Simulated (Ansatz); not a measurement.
Mulliken charges of F2H3OSi2, SMILES `F[Si](F)O[SiH3]` radical from r2SCAN/def2-TZVPP in Ansatz (PBE0-D4/def2-TZVP geometry).

```
atom   x (Å)   y (Å)   z (Å)  charge (e)
  F1   0.224  -2.122   1.525      -0.290
 Si2  -0.442  -1.747   0.131       0.687
  F3   0.109  -2.788  -0.932      -0.284
  O4   0.028  -0.276  -0.316      -0.355
 Si5   0.040   1.362  -0.148       0.436
  H6  -1.326   1.833   0.191      -0.067
  H7   0.475   1.945  -1.437      -0.064
  H8   0.984   1.736   0.932      -0.063
```

By hand: the dipole of these point charges (1 e Å = 4.8032 D).

Σ q r = (-0.396, 0.542, -0.019) e Å, of length 0.672 e Å = 3.23 D.

How does the dipole of the full density compare? (Best estimate.)

Computed: (-0.161, 0.345, -0.016) e Å, 1.83 D; the point charges give 1.77 times that, at 11° from its direction.

Point charges leave out the atoms' own dipoles, such as those of lone pairs, and Mulliken's split depends on the basis, so the two needn't agree.
